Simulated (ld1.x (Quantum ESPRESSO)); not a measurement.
# Configuration tests for caesium (Cs) (TM semilocal)

caesium, norm-conserving Troullier–Martins (semilocal form), made with ld1.x (Quantum ESPRESSO) 7.5 (PBE, scalar-relativistic). Core [Xe], reference 5d0 6s1 6p0. Waves: 6s (bound): rc 4.20 bohr; 6p (bound, empty): rc 3.95 bohr; 5d (bound, empty): rc 6.38 bohr. Local part: the d channel. Core correction: Bessel-smoothed model core, default radius (core density twice the valence density).

Energies are relative to the spin-unpolarised reference configuration 5d0 6s1 6p0; without spin polarisation the order of configurations can differ from experiment.

Question: Give the all-electron excitation energy and the error of the potential for: 5d0 6s0.5 6p0; 5d0 6s0 6p1; 5d1 6s0 6p0; 5d0.5 6s0.5 6p0.

Answer:

```
valence configuration  charge  ΔE all-electron (eV)  error AE − PS (meV)
        5d0 6s0.5 6p0    +0.5                 1.471                 -1.8
          5d0 6s0 6p1       0                 1.371                 -1.0
          5d1 6s0 6p0       0                 1.672                  0.0
      5d0.5 6s0.5 6p0       0                 0.843                  0.0
```

Levels in the configuration 5d1 6s0 6p0:

| level | all-electron (eV) | pseudo (eV) |
| --- | --- | --- |
| 5d | -0.576 | -0.582 |
